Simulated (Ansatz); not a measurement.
Basis-set extrapolation for Cl2H2NOSi (`N[Si]([O])(Cl)Cl`) radical (PBE0-D4/def2-TZVP geometry, frozen core, Ansatz). Multiplicity 2, UHF reference.

```csv
,def2-TZVPP,def2-QZVPP
HF,-1338.648153,-1338.689244
MP2 correlation,-0.884692,-0.967224
CCSD(T) correlation,-0.976896,not run
```

Energies in hartree. Use E(X) = E(∞) + A·exp(−7.88·√X) for Hartree–Fock and E(X) = E(∞) + B·X^(−2.97) for correlation, with X = 3 and 4, and add CCSD(T) minus MP2 of the smaller set to the MP2 limit.

Q: What is the CCSD(T) energy at the basis-set limit?

A: HF limit: -1338.689244 + (-0.041091) × 0.13774 = -1338.69490. MP2 limit: -0.967224 + (-0.082532) × 0.74074 = -1.02836. Higher-order term: -0.976896 − (-0.884692) = -0.09220. Total: -1339.81546 hartree, 119.5 kcal/mol below CCSD(T)/def2-TZVPP.
